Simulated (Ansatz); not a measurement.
`O[SiH]([SiH3])[SeH]`, relaxed with RKS PBE-D4/def2-SVP in Ansatz 0.2.0 from a rough embedded geometry. The force threshold is 0.03 eV/Å; the program also tests the step.

Total charge 0; spin multiplicity 1.

Start:

```xyz
10

O    -0.400    1.429   -1.349
Si    0.392    0.879    0.014
Si    0.523   -1.318   -0.126
Se   -0.759    1.375    1.851
H    -1.327    1.077   -1.349
H     1.751    1.458    0.076
H    -0.797   -1.942   -0.210
H     1.243   -1.895    1.036
H     1.346   -1.704   -1.330
H    -1.970    0.641    1.387
```

```
step  energy (eV)  largest force (eV/Å)  largest move (Å)
   1  -83216.1814                 1.701             0.000
   2  -83216.4496                 0.714             0.194
   3  -83216.5030                 0.325             0.126
   4  -83216.5116                 0.213             0.042
   5  -83216.5263                 0.256             0.200
   6  -83216.5309                 0.046             0.076
   7  -83216.5319                 0.049             0.058
   8  -83216.5323                 0.041             0.028
   9  -83216.5327                 0.016             0.034
```

End:

```xyz
10

O    -0.292    1.579   -1.470
Si    0.334    0.945   -0.039
Si    0.521   -1.399   -0.114
Se   -0.855    1.446    1.880
H    -1.165    1.233   -1.727
H     1.641    1.656    0.143
H    -0.874   -1.973   -0.095
H     1.265   -1.909    1.090
H     1.209   -1.879   -1.365
H    -1.783    0.300    1.696
```

Run time 13 s (4 threads of an Arm Neoverse V1 on a shared host); peak host memory 0.17 GiB.
